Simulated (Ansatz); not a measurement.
Species: C₅H₁₀, SMILES `CCC1CC1` (C–C–C–C torsion 155°) (charge 0, multiplicity 1).

**Question.** Give a relaxed geometry from B3LYP-D3(BJ)/def2-TZVP in Ansatz (a program for electronic structure).

**Answer.** This is not unique; one that fits is the end point of this relaxation, one of several conformers (outside a Z-matrix the atoms follow the SMILES, hydrogens last).
Z-matrix (Å, degrees):
```
C
H 1 1.0853
C 1 1.5014 2 115.79
H 3 1.0817 1 118.64 2 1.79
H 3 1.0826 4 114.25 1 -145.54
C 1 1.5034 2 115.62 3 -67.65
H 6 1.0816 1 118.85 2 -1.40
H 6 1.0828 7 114.25 3 -145.20
C 1 1.5095 2 114.30 6 -145.42
H 9 1.0948 1 108.86 2 -177.82
H 9 1.0948 10 106.20 1 -117.73
C 9 1.5275 10 109.64 11 -118.44
H 12 1.0917 9 111.43 10 58.31
H 12 1.0920 13 108.05 9 122.04
H 12 1.0925 13 107.76 14 115.98
```
